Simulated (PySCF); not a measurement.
Start geometry of `COB(O)SC` from a GFN2-xTB structure with every atom displaced at random (by about 0.01 Å) (Å):
```
atom  x, y, z in Å
C1    -1.761    0.760    0.101
O2    -0.456    0.326    0.008
B3    -0.131   -0.967   -0.230
O4    -0.934   -1.993   -0.400
S5     1.658   -1.336   -0.317
C6     2.369    0.330    0.004
H7    -2.321    0.575   -0.827
H8    -2.286    0.323    0.934
H9    -1.742    1.868    0.273
H10   -1.907   -1.805   -0.342
H11    2.112    0.635    1.023
H12    3.453    0.226   -0.097
H13    1.949    1.040   -0.725
```

Q: What comes out of this run: PySCF, PBE0-D3(BJ)/def2-SVP geometry optimisation, gas phase?

A: 
```
atom  x, y, z in Å
C1    -1.7988    0.7836    0.0557
O2    -0.4619    0.3728    0.0067
B3    -0.1143   -0.9301   -0.2042
O4    -1.0020   -1.9470   -0.3815
S5     1.6480   -1.3633   -0.2575
C6     2.4131    0.2554    0.0412
H7    -2.3324    0.5790   -0.8911
H8    -2.3513    0.3021    0.8833
H9    -1.8247    1.8697    0.2227
H10   -1.9232   -1.6727   -0.3758
H11    2.1717    0.6283    1.0453
H12    3.4991    0.1164   -0.0410
H13    2.0837    0.9911   -0.7039
```

The energy falls by 3.3 kcal/mol over 6 energy and gradient evaluations, the largest force component goes from 0.0585 to 3.6e-04 Eh/bohr, and the atoms move by 0.072 Å rms after alignment. The bond that changes most is B3–O4 (three-coordinate boron to boron-bound oxygen), which lengthens by 0.048 Å. Bonds longer at the end by more than 0.005 Å: 5 of 12; shorter: 4. Among the angles that change most is O2–B3–O4, from 128.4° to 124.5°. Rotational constants go from 4485, 2072, 1443 to 4603, 1998, 1419 MHz. The orientation of the end geometry is arbitrary; only internal coordinates are fixed.

The run used 123 basis functions and 42 SCF cycles in all. Time: 36 s wall; peak memory 0.51 GiB. Hardware: one thread, Arm Neoverse V1 (aarch64), no GPU, shared host with 32 logical CPUs at a one-minute load of 26.

PBE0-D3(BJ)/def2-SVP frequencies: not computed here. One conformer, not necessarily the lowest.
